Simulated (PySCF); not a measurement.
CH$_{5}$Si, charge -1, singlet, geometry from GFN2-xTB. Base run: CCSD(T)/6-31G* (PySCF).

Here is a job for PySCF.
```python
from pyscf import gto, scf, cc

mol = gto.M(
    atom='''
C    -0.01988719   -0.09948217   -1.26656962
Si    0.00791311    0.00755088    0.53010163
H    -0.91126202    0.34846772   -1.73680870
H     0.86775006    0.32705096   -1.76305989
H     0.03655798    1.22911263    1.47473221
H    -1.18943448   -0.69231292    1.11923128
H     1.20492807   -0.72113763    1.08389994
''',
    basis='6-31g*',
    charge=-1,
    verbose=4,
)

mf = scf.RHF(mol)
mf.kernel()

mycc = cc.CCSD(mf)
mycc.kernel()
et = mycc.ccsd_t()
print('E(CCSD(T)) = %.10f' % (mycc.e_tot + et))
mf.analyze()
```

Each row names what was changed in the base input (with any setting that the change needs).

| change | ΔE vs base (kcal/mol) | MP2 correlation (Eh) | CC correlation without the perturbative part (Eh) | basis functions |
|---|---|---|---|---|
| base | 0.000 | -0.22807 | -0.26072 | 42 |
| cart = on | -5.63 | -0.23566 | -0.26822 | 44 |
| cc.conv_tol = 1e-9 | 0.000 | -0.22807 | -0.26072 | 42 |
| cc.direct = True | 0.000 | -0.22807 | -0.26072 | 42 |
| method = mp2 | 25.32 | -0.22807 | - | 42 |
| frozen = 6 | 5.57 | -0.21891 | -0.25210 | 42 |
| cc.diis_space = 10 | 0.000 | -0.22807 | -0.26072 | 42 |
| cc.level_shift = 0.2 | 0.000 | -0.22807 | -0.26072 | 42 |
| frozen = 7 | 40.73 | -0.17246 | -0.19760 | 42 |
| density fitting = JK and correlation | -0.035 | -0.22792 | -0.26078 | 42 |
